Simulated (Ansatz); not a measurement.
Computed with Ansatz on PBE0-D4/def2-TZVP structures; ΔE is electronic, products minus reactants. CBS: MP2 limit from def2 TZ/QZ plus the TZ coupled-cluster correction, frozen cores. Functionals use def2-TZVPP. Elements past krypton have def2 core potentials. For Sn outer-core shells are correlated without core-valence functions, which leaves a few kJ/mol of doubt a bond. Each species was taken in one conformer, which may not be the lowest.

Reaction (formal exchange of groups at the Sn–C bond): `F[CH](F)[SnH2][SH]` + `C=C(O)CO` → `O[CH2][SnH2][SH]` + `C=C(O)C(F)F`

(1) Is it downhill or uphill in electronic energy at CCSD(T)/CBS, and by how much? (Best estimate.)

(2) What do these levels give: r2SCAN-D4, PBE0, CCSD/def2-TZVPP, MP2/def2-QZVPP, HF/CBS(def2), CCSD/CBS(def2)? (Estimate.)

Largest T1 diagnostic among the species: 0.013.

Answers

(1) The calculation gave: Downhill: ΔE = -0.18 eV.

(2) The calculation gave: r2SCAN-D4 -0.16, PBE0 -0.15, CCSD/def2-TZVPP -0.16, MP2/def2-QZVPP -0.20, HF/CBS(def2) -0.11, CCSD/CBS(def2) -0.17 eV.

In def2-TZVPP, CCSD(T) changes the Hartree–Fock value by −0.06 eV (the triples alone add −0.01 eV) and MP2 by −0.09 eV.
